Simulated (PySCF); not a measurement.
Bond length, frequency and bond energy of KC⁻ by level of theory

State: triplet, unpaired electrons π ↑↑. Set-up: K def2-SVPD, C def2-SVPD; no relativity (PySCF 2.14). De refers to K + C⁻ in their high-spin ground configurations, without counterpoise correction. The functionals are run spin-unrestricted. A positive dipole points towards C; it is taken about the centre of mass and depends on that origin. Levels whose curve was spin-contaminated or gave no clean fit are not listed.

| Level | Re (Å) | ωe (cm⁻¹) | De (eV) | μ (D) | CPU s a point (SCF and correlation, without the integrals) |
| --- | --- | --- | --- | --- | --- |
| ROHF-MP2 | 2.731 | 269 | n/a | n/a | 0.31 |
| ROHF-SCS-MP2 | 2.747 | 260 | n/a | n/a | n/a |
| ROHF-CCSD | 2.708 | 298 | n/a | n/a | n/a |
| ROHF-CCSD(T) | 2.705 | 300 | n/a | n/a | 7 |

**Question.** What does the triples do here, going from ROHF-CCSD to ROHF-CCSD(T)?

**Answer.** ROHF-CCSD(T) less ROHF-CCSD: -0.3 pm in Re, +0.7 % in ωe. Correlation nearly always deepens the well. The bond shortens, as in weak, metallic or heavy-atom bonds, where dispersion and the correlation of outer-core electrons pull the atoms together.

Correlated steps freeze 6 core orbitals. The CCSD T1 diagnostic is raised, a sign that a single reference may not be enough here. The state is the lowest determinant that a PBE0 search found; another state may lie lower at other levels.

The whole job (state search and all levels along the bond) took about 2.4 min on 1 thread of Arm Neoverse V1 (shared host), peak memory 0.54 GiB.
